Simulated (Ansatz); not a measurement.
`[SH+]1[InH2-][SH+][InH2-]1`, 10 atoms. Total charge 0; spin multiplicity 1. Correlated methods include outer-core shells of In, which these sets cover unevenly. In takes the def2 core potential. All runs use 4 threads of an Arm Neoverse V2 on a shared host. Correlated methods freeze the cores.

How many basis functions does each run have, and how long does it take in Ansatz? direct RPA on PBE orbitals/def2-TZVPP energy; RKS PBE0-D4/def2-QZVPP energy; RKS ωB97M-V/def2-TZVPP energy and forces; RKS ωB97M-V/def2-SVP energy; RKS PBE0-D4/def2-TZVP relaxation (6 steps); RKS ωB97M-V/def2-QZVPP energy; RHF-CCSD(T)/def2-SVP energy; RKS PBE0-D4/def2-TZVP frequencies; RKS r2SCAN-D4/def2-TZVPP energy and forces; RHF-MP2/def2-QZVPP energy; RKS PBE0-D4/def2-SVP energy; RKS r2SCANh-D4/def2-TZVPP energy. (An estimate is asked.)

Ansatz gave: Other jobs shared the machine, so times are rough.

```csv
level,job,functions,wall time,peak host memory (GiB)
RKS PBE0-D4/def2-SVP,energy,118,1.7 s,0.31
RKS r2SCAN-D4/def2-TZVPP,energy and forces,268,7.5 s,0.49
RKS r2SCANh-D4/def2-TZVPP,energy,268,8 s,0.98
RKS ωB97M-V/def2-SVP,energy,118,8.5 s,0.48
direct RPA on PBE orbitals/def2-TZVPP,energy,268,9 s,0.82
RHF-CCSD(T)/def2-SVP,energy,118,11 s,0.68
RKS PBE0-D4/def2-QZVPP,energy,484,13 s,2.4
RKS ωB97M-V/def2-TZVPP,energy and forces,268,18 s,1.3
RHF-MP2/def2-QZVPP,energy,484,25 s,3.2
RKS ωB97M-V/def2-QZVPP,energy,484,31 s,2.9
RKS PBE0-D4/def2-TZVP,relaxation (6 steps),210,36 s,0.78
RKS PBE0-D4/def2-TZVP,frequencies,210,3.8 min,0.78
```
